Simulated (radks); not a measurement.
The numbers below are computed, except where a source is named.
Problem. Nb23+, configuration [Ne] 3p6 3d2 (not the ground configuration). Code: a radial shooting solver on a logarithmic mesh with Libxc functionals. Model: Dirac Kohn-Sham, PBE, spin-unpolarised, spherical densities, finite nucleus; open shells fill j = l - 1/2 first; Fermi nuclear charge, rms radius 4.324 fm. Some entries of the table are withheld. Estimate them.

| orbital | occ. | eigenvalue (hartree) | <1/r> (bohr^-1) | r(max) (bohr) |
|---|---|---|---|---|
| 1s1/2 | 2 | -726.8140 | 42.40 | 0.02349 |
| 2s1/2 | 2 | -131.6635 | 9.702 | 0.1329 |
| 2p1/2 | 2 | (1) | (2) | 0.1035 |
| 2p3/2 | 4 | (3) | (4) | 0.1072 |
| 3p1/2 | 2 | -42.76367 | 3.627 | 0.3558 |
| 3p3/2 | 4 | -41.99627 | 3.522 | 0.3631 |
| 3d3/2 | 2 | (5) | (6) | 0.2935 |
| 3d5/2 | 0 | (7) | (8) | 0.2955 |

Solution. 
(1) 2p1/2 eigenvalue (hartree): -123.9701
(2) 2p1/2 <1/r> (bohr^-1): 9.660
(3) 2p3/2 eigenvalue (hartree): -120.4008
(4) 2p3/2 <1/r> (bohr^-1): 9.225
(5) 3d3/2 eigenvalue (hartree): -37.63015
(6) 3d3/2 <1/r> (bohr^-1): 3.390
(7) 3d5/2 eigenvalue (hartree): -37.46476
(8) 3d5/2 <1/r> (bohr^-1): 3.363
